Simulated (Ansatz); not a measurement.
Relaxation of C$_{3}$H$_{7}$FSi (12 atoms, charge 0, multiplicity 1), to a largest force component of 0.02 eV/Å in at most 40 steps.

Computed with Ansatz, RKS PBE0/6-31G.

```xyz
12
Properties=species:S:1:pos:R:3:forces:R:3
F -1.986 1.201 0.311 -6.73 1.31 -1.27
Si -0.499 1.026 0.661 7.17 -0.94 1.33
C -0.112 -0.791 0.865 2.49 -0.49 0.87
C 0.176 -0.870 -0.674 -3.06 0.41 0.66
C 0.530 0.603 -0.878 0.25 0.53 -0.04
H 0.071 2.010 1.636 -0.46 0.33 0.14
H -0.843 -1.423 1.292 -0.83 -1.08 0.39
H 0.883 -0.939 1.437 -1.47 0.27 -0.66
H -0.819 -1.128 -1.164 1.12 0.38 0.25
H 0.861 -1.606 -0.969 1.35 -1.08 -0.51
H 1.589 0.788 -0.698 0.21 0.12 -0.02
H 0.227 1.074 -1.784 -0.05 0.25 -1.13
```

Task: Where does it end, and by what steps?

Result: It converged. Limits of this set-up: no polarisation functions. After 8 steps the energy has fallen by 0.898 eV; F1 moved furthest, 0.39 Å.

| step | energy less start (eV) | largest force component (eV/Å) | accepted |
| --- | --- | --- | --- |
| 0 | 0.0000 | 7.168 | yes |
| 1 | -0.6725 | 3.318 | yes |
| 2 | -0.8780 | 0.321 | yes |
| 3 | -0.8902 | 0.072 | yes |
| 4 | -0.8936 | 0.089 | yes |
| 5 | -0.8968 | 0.073 | yes |
| 6 | -0.8978 | 0.045 | yes |
| 7 | -0.8981 | 0.026 | yes |
| 8 | -0.8981 | 0.009 | yes |

```xyz
12
Properties=species:S:1:pos:R:3
F -2.037 1.522 0.530
Si -0.411 1.036 0.697
C -0.157 -0.854 0.880
C 0.254 -0.897 -0.631
C 0.472 0.621 -0.951
H 0.172 2.013 1.686
H -1.012 -1.476 1.150
H 0.673 -1.093 1.555
H -0.570 -1.293 -1.232
H 1.134 -1.517 -0.828
H 1.528 0.913 -0.936
H 0.031 0.970 -1.887
```

Run time: 27 s on 1 thread of Arm Neoverse V1 (shared host), peak memory 0.13 GiB.
